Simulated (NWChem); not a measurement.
Everything below was run with NWChem. System: C2H6N, charge 0, spin multiplicity 2, at a geometry optimised with UB3LYP/def2-SVP. The structure started from a generated list of species. Its SCF solution wasn't tested for a lower state. Level: evGW0@UPBE/def2-TZVP, RI basis def2-tzvp-rifit, 6 cycles.

Input file:

```
start mol
memory heap 200 mb stack 700 mb global 1700 mb
geometry units angstroms nocenter noautoz
  C      1.192139     0.000000     0.165910
  N      0.000000     0.000000    -0.628252
  C     -1.192139     0.000000     0.165910
  H      1.238746    -0.885994     0.836363
  H      1.238746     0.885994     0.836363
  H      2.091451     0.000000    -0.469306
  H     -1.238746     0.885994     0.836363
  H     -1.238746    -0.885994     0.836363
  H     -2.091451     0.000000    -0.469306
  symmetry group C2v
end
basis spherical
  * library def2-tzvp
end
basis "ri basis" bse spherical
  * library def2-tzvp-rifit
end
dft
  xc xpbe96 cpbe96
  odft
  mult 2
  iterations 100
  direct
  tolerances tight
end
task dft energy
gw
  evgw0 6
  states alpha occ -1 vir -1
  states beta occ -1 vir -1
end
task dft gw
```

NWChem printed:

```
             Northwest Computational Chemistry Package (NWChem) 7.3.0
             --------------------------------------------------------

                                NWChem Input Module
                                -------------------

 Scaling coordinates for geometry "geometry" by  1.889725989
 (inverse scale =  0.529177249)

 Turning off AUTOSYM since
 SYMMETRY directive was detected!

                             Geometry "geometry" -> ""
                             -------------------------

 Output coordinates in angstroms (scale by  1.889725989 to convert to a.u.)

  No.       Tag          Charge          X              Y              Z
 ---- ---------------- ---------- -------------- -------------- --------------
    1 C                    6.0000     1.19213900     0.00000000     0.16591000
    2 N                    7.0000     0.00000000     0.00000000    -0.62825200
    3 C                    6.0000    -1.19213900     0.00000000     0.16591000
    4 H                    1.0000     1.23874600    -0.88599400     0.83636300
    5 H                    1.0000     1.23874600     0.88599400     0.83636300
    6 H                    1.0000     2.09145100     0.00000000    -0.46930600
    7 H                    1.0000    -1.23874600     0.88599400     0.83636300
    8 H                    1.0000    -1.23874600    -0.88599400     0.83636300
    9 H                    1.0000    -2.09145100     0.00000000    -0.46930600

 Effective nuclear repulsion energy (a.u.)      76.6574818312

            Nuclear Dipole moment (a.u.)
            ----------------------------
        X                 Y               Z
 ---------------- ---------------- ----------------
    -0.0000000000     0.0000000000    -0.0000075589

      Symmetry information
      --------------------

 Group name             C2v
 Group number             16
 Group order               4
 No. of unique centers     4

      Symmetry unique atoms

     1    2    4    6


 Summary of "ao basis" -> "" (spherical)
 ------------------------------------------------------------------------------
       Tag                 Description            Shells   Functions and Types
[...]
@GW        52         42.696           0.000
@GW        53         43.304           0.000
@GW        54         43.324           0.000
@GW        55         44.912           0.000
@GW        56         45.329           0.000
@GW        57         45.618           0.000
@GW        58         46.115           0.000
@GW        59         45.817           0.000
@GW        60         46.891           0.000
@GW        61         46.980           0.000
@GW        62         47.701           0.000
@GW        63         50.113           0.000
@GW        64         53.263           0.000
@GW        65         55.426           0.000
@GW        66         56.123           0.000
@GW        67         58.014           0.000
@GW        68         59.529           0.000
@GW        69         59.941           0.000
@GW        70         61.543           0.000
@GW        71         62.101           0.000
@GW        72         63.880           0.000
@GW        73         65.893           0.000
@GW        74         66.475           0.000
@GW        75         66.627           0.000
@GW        76         67.664           0.000
@GW        77         67.963           0.000
@GW        78         71.196           0.000
@GW        79         70.799           0.000
@GW        80         72.726           0.000
@GW        81         73.713           0.000
@GW        82         74.064           0.000
@GW        83         73.827           0.000
@GW        84         77.498           0.000
@GW        85         78.011           0.000
@GW        86         78.213           0.000
@GW        87         80.378           0.000
@GW        88         82.291           0.000
@GW        89         85.552           0.000
@GW        90         88.536           0.000
@GW        91         89.286           0.000
@GW        92         88.834           0.000
@GW        93         90.410           0.000
@GW        94         90.077           0.000
@GW        95         92.332           0.000
@GW        96         95.297           0.000
@GW        97         95.270           0.000
@GW        98         95.245           0.000
@GW        99         97.125           0.000
@GW       100         99.775           0.000
@GW       101        101.245           0.000
@GW       102        102.272           0.000
@GW       103        102.789           0.000
@GW       104        103.825           0.000
@GW       105        104.098           0.000
@GW       106        106.476           0.000
@GW       107        107.232           0.000
@GW       108        114.626           0.000
@GW       109        114.860           0.000
@GW       110        119.547           0.000
@GW       111        121.092           0.000
@GW       112        121.777           0.000
@GW       113        125.102           0.000
@GW       114        126.404           0.000
@GW       115        129.200           0.000
@GW       116        129.240           0.000
@GW       117        137.241           0.000
@GW       118        140.656           0.000
@GW       119        141.144           0.000
@GW       120        143.000           0.000
@GW       121        144.724           0.000
@GW       122        148.954           0.000
@GW       123        150.281           0.000
@GW       124        154.509           0.000
@GW       125        158.947           0.000
@GW       126        159.384           0.000
@GW       127        625.198           0.000
@GW       128        626.822           0.000
@GW       129        894.552           0.000

     GW Timing Statistics
   ------------------------
   Init.   :          0.0s
     ERIs  :          1.3s
     Distr.:          0.1s
     Vxc   :          0.2s
   Sigma_x :          0.0s
   RPA     :          3.7s
   Wmn     :          8.9s
   Sigma_c :          9.3s
   GW total:         23.8s

 Task  times  cpu:       23.8s     wall:       23.8s

 Total times  cpu:       31.2s     wall:       31.2s
```
